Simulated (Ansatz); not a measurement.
Reaction (ligand exchange at the Si–Cl bond): `F[SiH](Cl)Cl` + `[OH][GeH3]` → `F[SiH](Cl)[O][GeH3]` + HCl

Computed with Ansatz on PBE0-D4/def2-TZVP structures; ΔE is electronic, products minus reactants. CBS: MP2 limit from def2 TZ/QZ plus the TZ coupled-cluster correction, frozen cores. This one scheme is used for every species. Functionals use def2-TZVPP. B3LYP here is the variant with VWN-RPA as its local correlation; programs differ in this. HSE06 is defined as in plane-wave codes. For Ge outer-core shells are correlated without core-valence functions, which leaves a few kJ/mol of doubt a bond. Scalar relativity is left out up to krypton. One conformer a species, not always the lowest.

(1) Is it downhill or uphill in electronic energy at CCSD(T)/CBS, and by how much? (An estimate is asked.)

(2) What do these levels give: r2SCAN-D4, r2SCANh-D4, HSE06-D4, BHLYP-D4, CAM-B3LYP-D4, BLYP, B3LYP, RPA@PBE/def2-TZVPP, HF/def2-TZVPP, SCS-MP2/def2-TZVPP, CCSD/def2-TZVPP, HF/CBS(def2)? (Best estimate.)

Largest T1 diagnostic among the species: 0.011.

Results:

(1) Ansatz gave: Downhill: ΔE = -41.6 kJ/mol.

(2) Ansatz gave: r2SCAN-D4 -35.8, r2SCANh-D4 -37.0, HSE06-D4 -32.7, BHLYP-D4 -48.6, CAM-B3LYP-D4 -45.8, BLYP -32.2, B3LYP -36.7, RPA@PBE/def2-TZVPP -46.3, HF/def2-TZVPP -50.5, SCS-MP2/def2-TZVPP -44.3, CCSD/def2-TZVPP -47.0, HF/CBS(def2) -52.0 kJ/mol.

From BLYP to BHLYP (50 % exact exchange), in def2-TZVPP and without D4, ΔE moves by −11.2 kJ/mol. In def2-TZVPP, CCSD(T) changes the Hartree–Fock value by +5.1 kJ/mol (the triples alone add +1.7 kJ/mol) and MP2 by +8.9 kJ/mol.
